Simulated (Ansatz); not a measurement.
BH4OSSi (`[SiH3]O[B]S`) radical at its PBE0-D4/def2-TZVP geometry, where that method's forces vanish. Charge 0, multiplicity 2.

```xyz
8

Si    0.0422   -0.4213    1.3511
O     0.3598   -0.8226   -0.2287
B     0.2696   -0.3162   -1.4532
S    -0.3611    1.3228   -1.8725
H    -0.5237    0.9492    1.4185
H     1.3180   -0.4930    2.0986
H    -0.9249   -1.4091    1.8807
H    -0.1798    1.1902   -3.1944
```

(1) What forces (eV/Å) does B3LYP-D4/def2-TZVPP give on these atoms in the Gaussian-basis code of Ansatz? (Estimate.)

Results:

(1) Computed: 
```
Si1 -0.026  0.014  0.229
O2   0.012 -0.020 -0.051
B3   0.056 -0.129 -0.023
S4  -0.037  0.112 -0.086
H5   0.037 -0.092 -0.001
H6  -0.086  0.008 -0.042
H7   0.061  0.069 -0.028
H8  -0.016  0.037  0.002
```

B3LYP here is the variant with VWN-RPA as its local correlation; programs differ in this.
